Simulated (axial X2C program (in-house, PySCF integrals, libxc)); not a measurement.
**GaP⁻: from Re and ωe to a spectrum**

A bond curve at the PBE0 level, 2c, was computed with an in-house all-electron X2C program for linear molecules (integrals from PySCF) (basis Ga dyall-acv3z [10s10p8d5f1g], P dyall-av3z [9s8p3d2f] (cores contracted in-house)) for the state Ω = 1/2 (⟨Sz⟩ = 0.50, ⟨Lz⟩ = 0.00 at PBE0). Its fit gives Re = 2.1301 Å, ωe = 436.9 cm⁻¹, ωexe = 1.69 cm⁻¹ and αe = 9.212e-04 cm⁻¹; the masses are 68.9256 and 30.9738 u. Two-component means X2C with spin–orbit coupling and atomic mean-field Coulomb and Gaunt terms.

Question: Find the reduced mass, Be and the force constant.

Answer: From the PBE0 values: μ = 21.3704 u. Be = 16.8576/(μ Re²) = 0.1739 cm⁻¹. k = 5.8918×10⁻⁷ μ ωe² = 2.4 mdyn/Å.

Question: Where do the fundamental and the first overtone lie?

Answer: ν(1←0) = ωe − 2ωexe = 433.5 cm⁻¹; ν(2←0) = 2ωe − 6ωexe = 863.7 cm⁻¹.

Question: Estimate the centrifugal constant by the Kratzer relation.

Answer: D = 4Be³/ωe² = 1.10e-07 cm⁻¹.

Question: A Morse curve ties αe to the other constants (Pekeris). How well does that hold?

Answer: αe(Morse) = 6Be²/ωe × (√(ωexe/Be) − 1) = 8.791e-04 cm⁻¹; the PBE0 curve gives 9.212e-04 cm⁻¹, a ratio of 0.95.

The state is a single determinant with fixed occupations, the lowest that a limited PBE0 search found. Density functionals use the spin component along the axis (collinear). Other states lie close and PBE0, whose exact exchange favours high spin, may order them wrongly; the determinant shown need not be the ground state. The nearest other 2c determinant of the search, Ω = 3/2, lies 0.18 eV up at the distance of the search. The highest occupied level of some functionals is positive through self-interaction error; at Hartree–Fock it is bound.
